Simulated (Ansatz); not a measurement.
Reactions of C$_{2}$H$_{5}$AlF$_{2}$ (`[CH3][Al]([F])[CH2]F`).

Program: Ansatz. Geometries: PBE0-D4/def2-TZVP. ΔE: electronic, gas phase. CBS: MP2 limit from def2 TZ/QZ plus the TZ coupled-cluster correction, frozen cores. This one scheme is used for every species. def2 core potentials past Kr. For Br, Ge, I, Li outer-core shells are correlated without core-valence functions, which leaves a few kJ/mol of doubt a bond. Scalar relativity is left out up to krypton. One conformer a species, not always the lowest.

(1) Order these by ΔE at CCSD(T)/CBS, lowest first. (An estimate is asked.)
A. `[CH3][Al]([F])[CH2]F` + `[OH][GeH3]` → `[CH3][Al]([F])[O][GeH3]` + `CF`
B. `[CH3][Al]([F])[CH2]F` + `C[SiH](F)[GeH3]` → `[CH3][Al]([F])[GeH3]` + `C[SiH](F)CF`
C. `[CH3][Al]([F])[CH2]F` + `F[SiH3]` → `[CH3][Al]([F])[SiH2]F` + `CF`
D. `[CH3][Al]([F])[CH2]F` + `[CH3][AlH][C]#N` → `[CH3][Al]([CH3])[C]#N` + `F[CH2][AlH][F]`
E. `[CH3][Al]([F])[CH2]F` + `[Li][SH]` → `[Li][S]C` + `F[CH2][AlH][F]`
F. `[CH3][Al]([F])[CH2]F` + `FCCCl` → `[CH3][Al]([F])[F]` + `FCCCCl`
G. `[CH3][Al]([F])[CH2]F` + `FC(Br)I` → `[CH3][Al]([F])[I]` + `FCC(F)Br`
H. `[CH3][Al]([F])[CH2]F` + `C[SiH](O)F` → `[CH3][Al]([OH])[F]` + `C[SiH](F)CF`

Largest T1 diagnostic: 0.012, for `[CH3][Al]([F])[GeH3]`.

## Answers

(1) F (-2.87 eV), G (-2.27 eV), A (-1.88 eV), H (-0.35 eV), B (-0.27 eV), C (-0.13 eV), D (+0.05 eV), E (+0.98 eV).
